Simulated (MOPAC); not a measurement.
Input for MOPAC: PM7 on CH6InN (SMILES [CH3][InH][NH2]), a point of a torsion scan.

```
PM7 1SCF PRECISE CHARGE=0 THREADS=1
CH6InN

C     -1.53527748 1     0.15974917 1    -0.23705646 1
In     0.30044842 1    -0.58049767 1     0.75077134 1
N      2.07461417 1     0.17834742 1    -0.01572516 1
H     -2.37036328 1    -0.53039114 1    -0.14621453 1
H     -1.80771507 1     1.11947343 1     0.19767097 1
H     -1.27561093 1     0.30469903 1    -1.28397870 1
H      0.33813775 1    -1.72062529 1     2.09315311 1
H      2.61285156 1     0.68445770 1     0.68458332 1
H      2.69850298 1    -0.55514856 1    -0.34637912 1
```

The log:

```
*******************************************************************************
 **                                                                           **
 **                              MOPAC v23.2.5                                **
 **                                                                           **
 *******************************************************************************
 ** MOPAC's Digital Object Identifier: https://doi.org/10.5281/zenodo.6511958 **
 **                                                                           **
 ** Please cite the open-source release paper for use of this MOPAC version:  **
 ** J. E. Moussa and J. J. P. Stewart (2026)                                  **
 ** MOPAC: An open-source semiempirical molecular orbital program             **
 ** J. Open Source Softw., 11(119), 8025, https://doi.org/10.21105/joss.08025 **
 *******************************************************************************

                              PM7 CALCULATION RESULTS

 *******************************************************************************
 *  PM7        - The PM7 Hamiltonian to be used
 *
 *
 *
 *                 CHARGE ON SYSTEM = 0
 *
 *
 *
 *  PRECISE    - TIGHTER CRITERIA TO BE USED
 *  1SCF       - DO 1 SCF AND THEN STOP
 *  THREADS=1  - MULTI-THREADING NOT USED
 *  T=         - A TIME OF 172800.0 SECONDS REQUESTED
 *  DUMP=N     - RESTART FILE WRITTEN EVERY 7200.0 SECONDS REQUESTED
 *******************************************************************************
PM7 1SCF PRECISE CHARGE=0 THREADS=1
 CH6InN

   ATOM   CHEMICAL          X               Y               Z
  NUMBER   SYMBOL      (ANGSTROMS)     (ANGSTROMS)     (ANGSTROMS)

     1       C         -1.53527748  *   0.15974917  *  -0.23705646  *
     2      In          0.30044842  *  -0.58049767  *   0.75077134  *
     3       N          2.07461417  *   0.17834742  *  -0.01572516  *
     4       H         -2.37036328  *  -0.53039114  *  -0.14621453  *
     5       H         -1.80771507  *   1.11947343  *   0.19767097  *
     6       H         -1.27561093  *   0.30469903  *  -1.28397870  *
     7       H          0.33813775  *  -1.72062529  *   2.09315311  *
     8       H          2.61285156  *   0.68445770  *   0.68458332  *
     9       H          2.69850298  *  -0.55514856  *  -0.34637912  *



          CARTESIAN COORDINATES

    NO.       ATOM           X           Y           Z

     1         C         -1.5353      0.1597     -0.2371
     2        In          0.3004     -0.5805      0.7508
     3         N          2.0746      0.1783     -0.0157
     4         H         -2.3704     -0.5304     -0.1462
     5         H         -1.8077      1.1195      0.1977
     6         H         -1.2756      0.3047     -1.2840
     7         H          0.3381     -1.7206      2.0932
     8         H          2.6129      0.6845      0.6846
     9         H          2.6985     -0.5551     -0.3464

 General Reference for PM7:
 "Optimization of Parameters for Semiempirical Methods VI: More Modifications to the
 NDDO Approximations and Re-optimization of Parameters", J. J. P. Stewart, J. Mol. Mod., 1:32, 19 (2013)
 https://link.springer.com/article/10.1007/s00894-012-1667-x

           Empirical Formula: C H6 N In  =     9 atoms



      MOLECULAR POINT GROUP   :   C1


      RHF CALCULATION, NO. OF DOUBLY OCCUPIED LEVELS = 9


 -------------------------------------------------------------------------------
 PM7 1SCF PRECISE CHARGE=0 THREADS=1
 CH6InN



     1SCF WAS SPECIFIED, SO BFGS WAS NOT USED
     SCF FIELD WAS ACHIEVED


                              PM7 CALCULATION
                                                       MOPAC v23.2.5 Linux




          FINAL HEAT OF FORMATION =         51.06123 KCAL/MOL =     213.64019 KJ/MOL


          COSMO AREA              =        112.31 SQUARE ANGSTROMS
          COSMO VOLUME            =         94.70 CUBIC ANGSTROMS

          IONIZATION POTENTIAL    =          8.909859 EV
          HOMO LUMO ENERGIES (EV) =         -8.910  1.088
          NO. OF FILLED LEVELS    =          9
          MOLECULAR WEIGHT        =        146.8851         POINT GROUP:  C1

          MOLECULAR DIMENSIONS (Angstroms)

            Atom       Atom       Distance
            H     8    H     4     5.19601
            H     7    H     6     3.93774
            H     5    H     9     2.86231


          SCF CALCULATIONS        =          1





   ATOM   CHEMICAL          X               Y               Z
  NUMBER   SYMBOL      (ANGSTROMS)     (ANGSTROMS)     (ANGSTROMS)

     1       C         -1.53527748  *   0.15974917  *  -0.23705646  *
     2      In          0.30044842  *  -0.58049767  *   0.75077134  *
     3       N          2.07461417  *   0.17834742  *  -0.01572516  *
     4       H         -2.37036328  *  -0.53039114  *  -0.14621453  *
     5       H         -1.80771507  *   1.11947343  *   0.19767097  *
     6       H         -1.27561093  *   0.30469903  *  -1.28397870  *
     7       H          0.33813775  *  -1.72062529  *   2.09315311  *
     8       H          2.61285156  *   0.68445770  *   0.68458332  *
     9       H          2.69850298  *  -0.55514856  *  -0.34637912  *

                             CARTESIAN COORDINATES

   1    C       -1.535277480     0.159749170    -0.237056460
   2   In        0.300448420    -0.580497670     0.750771340
   3    N        2.074614170     0.178347420    -0.015725160
   4    H       -2.370363280    -0.530391140    -0.146214530
   5    H       -1.807715070     1.119473430     0.197670970
   6    H       -1.275610930     0.304699030    -1.283978700
   7    H        0.338137750    -1.720625290     2.093153110
   8    H        2.612851560     0.684457700     0.684583320
   9    H        2.698502980    -0.555148560    -0.346379120


           Empirical Formula: C H6 N In  =     9 atoms



      MOLECULAR POINT GROUP   :   C1


                  EIGENVALUES
 -33.34826 -22.99266 -15.08180 -13.65230 -13.08272 -12.58899 -12.07005 -10.46708
  -8.90986   1.08812   2.30306   2.90815   3.47048   6.42823   6.53341   6.62527
   7.42517   7.93207


              NET ATOMIC CHARGES AND DIPOLE CONTRIBUTIONS

  ATOM NO.   TYPE          CHARGE      No. of ELECS.   s-Pop       p-Pop
    1          C          -0.730689        4.7307     1.06981     3.66088
    2         In           0.706831        2.2932     0.64357     1.64959
    3          N          -0.930922        5.9309     1.68343     4.24749
    4          H           0.143913        0.8561     0.85609
    5          H           0.146103        0.8539     0.85390
    6          H           0.150435        0.8496     0.84956
    7          H           0.036844        0.9632     0.96316
    8          H           0.238866        0.7611     0.76113
    9          H           0.238618        0.7614     0.76138
 DIPOLE           X         Y         Z       TOTAL
 POINT-CHG.    -0.546    -2.845     3.320     4.406
 HYBRID         0.860     0.869    -0.928     1.535
 SUM            0.313    -1.977     2.392     3.119


          ATOMIC ORBITAL ELECTRON POPULATIONS

     Atom    s        px        py        pz
    1  C   1.06981   1.25474   1.19246   1.21368
    2 In   0.64357   0.67799   0.41307   0.55854
    3  N   1.68343   1.30713   1.41910   1.52125
    4  H   0.85609
    5  H   0.85390
    6  H   0.84956
    7  H   0.96316
    8  H   0.76113
    9  H   0.76138

 **********************
 *                    *
 * JOB ENDED NORMALLY *
 *                    *
 **********************




 == MOPAC DONE ==
```

The run finished.

Cost: roughly 0.03 core-seconds.
